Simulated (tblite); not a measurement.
Compound: C8H9Cl.
Structure used (GFN2-xTB), in Å, numbered top down from 1:
```
atom  x, y, z in Å
C1     2.3219    0.9386    0.2824
C2     1.0667    0.1629    0.0800
C3     0.7924   -1.1243   -0.6585
C4    -0.3519   -1.4462    0.3184
C5    -0.0845   -0.1645    1.0594
C6    -1.0603   -0.1741   -0.0927
C7    -2.5026    0.1530   -0.1287
Cl8   -2.7525    1.9278    0.0528
C9     0.0905    0.1476   -1.0695
H10    2.9369    0.4777    1.0547
H11    2.0906    1.9585    0.5874
H12    2.8916    0.9730   -0.6440
H13    1.4453   -1.7652   -1.2216
H14   -0.7553   -2.3801    0.6647
H15   -0.2406    0.0885    2.0916
H16   -2.9610   -0.1200   -1.0801
H17   -3.0337   -0.3219    0.6971
H18    0.0979    0.6751   -2.0051
```

Computed values, GFN2-xTB/tblite, gas phase, harmonic and unscaled. This tight-binding method is rough: wavenumbers can miss measured ones by several per cent, in bad cases by 10 to 20. One conformer, not necessarily the lowest.

Harmonic wavenumbers (cm⁻¹): 54.7, 85.4, 150.1, 225.1, 227.4, 308.7, 348.3, 581.0, 642.6, 689.0, 701.4, 810.4, 843.1, 860.0, 869.7, 885.3, 893.2, 918.8, 931.9, 945.8, 982.1, 986.7, 1016.7, 1054.5, 1076.3, 1092.4, 1100.5, 1140.5, 1159.9, 1202.8, 1221.9, 1270.2, 1293.6, 1398.6, 1415.5, 1454.9, 1474.8, 1476.2, 1489.3, 2966.6, 2973.4, 3007.3, 3016.1, 3030.4, 3108.0, 3116.0, 3121.9, 3125.6.

A = 2848, B = 962.8, C = 835.0 MHz; mass 140.039 u (most abundant isotopes); point group C1, symmetry number 1.

Problem. What is the zero-point energy?

Solution. Half the sum of the wavenumbers: 31372 cm⁻¹ = 375.30 kJ/mol.

Problem. Give the ideal-gas entropy at 500 K and 1 bar in the rigid-rotor, harmonic-oscillator model (classical rotation).

Solution. Translation 181.24, rotation 129.17, vibration 163.95: S = 474.4 J/(mol K).

Problem. And Cp and H(500 K) − H(0)?

Solution. Cp = 222.50 J/(mol K), of which vibrations give 189.24 (their classical limit is 48 R = 399.1); H(500 K) − H(0) = 61.14 kJ/mol without the zero-point energy, 44.51 from vibrations.

Problem. Blend soft modes into free rotors: weight 1/[1 + (100 cm⁻¹/ν̃)⁴] for the oscillator and the rest for a rotor with moment μB/(μ + B), μ = h/(8π²ν), B = 10⁻⁴⁴ kg m². What vibrational entropy results?

Solution. 153.44 J/(mol K) in place of 163.95, which changes −T·S at 500 K by +5.26 kJ/mol.

Problem. How do the functions run with temperature in this model?

Solution. 
```
T (K)  S (J/(mol K))  Cp (J/(mol K))  H − H(0) (kJ/mol)  G − H(0) (kJ/mol)  ln q(vib)
  100          281.6            65.3               4.82             -23.34       1.17
  200          335.8            96.0              12.81             -54.35       3.01
  300          382.6           139.3              24.50             -90.28       4.90
  800          597.0           297.5             140.32            -337.30      15.50
 1000          666.9           328.1             203.05            -463.84      19.68
```

q(vib) and H(0) count from the zero-point level.

Hindered rotation and anharmonicity are outside this model. Other conformers, if any are populated, would add a mixing term that is left out. The structure is chiral; the term R ln 2 for an equal mix with its mirror image is left out.
